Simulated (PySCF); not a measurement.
Species: C6H14P (charge +1).
Z-matrix (Å and degrees, PBE0-D3(BJ)/def2-SVP geometry), rows numbered from 1:
```
C 
C   1  1.5202
C   2  1.5415  1  116.38
C   3  1.5240  2  108.41  1  -164.21
C   4  1.5422  3  108.68  2    50.94
C   5  1.5210  4  116.09  3  -161.85
P   2  1.8341  1  115.86  3  -118.75
H   1  1.0992  2  112.31  3  -178.86
H   1  1.1005  2  111.63  3    58.85
H   1  1.0998  2  109.00  3   -59.93
H   2  1.1052  1  110.06  3   123.96
H   3  1.1038  2  109.45  1   -43.71
H   3  1.1000  2  109.50  1    73.02
H   4  1.1035  3  110.33  2   -68.87
H   4  1.0998  3  112.27  2   172.21
H   5  1.1049  4  108.84  3    73.40
H   6  1.0998  5  108.97  4   -59.43
H   6  1.0993  5  112.32  4  -178.32
H   6  1.1005  5  111.66  4    59.27
H   7  1.4116  2  113.32  1   -98.13
H   7  1.4118  2  112.86  1    21.14
```

The closed-shell ground state was solved at several levels (PySCF, density fitting, gas phase, non-relativistic).

```tsv
level	basis functions	total energy (Eh)	HOMO (eV)	LUMO (eV)	gap (eV)
PBE0/pcSseg-1	196	-577.7144	-13.64	-4.60	9.04
wB97X-D/def2-SVPD	256	-577.8464	-15.43	-2.81	12.62
```

(1) What might PBE/pcSseg-1 (196 basis functions) give for the same quantities?

(2) Over all these levels, which gives the widest orbital gap and which the narrowest?

Results:

(1) Total energy -577.6388 Eh, HOMO -12.34 eV, LUMO -5.56 eV, gap 6.78 eV.

(2) wB97X-D/def2-SVPD (range-separated hybrid) has the widest, 12.62 eV, and PBE/pcSseg-1 (GGA) the narrowest, 6.78 eV. Functional and basis both differ between the two, so the spread mixes both effects.

One conformer stands for the species.

The pairwise dispersion term of wB97X-D wasn't added to the energies; at a given geometry it leaves orbitals and properties as they are.
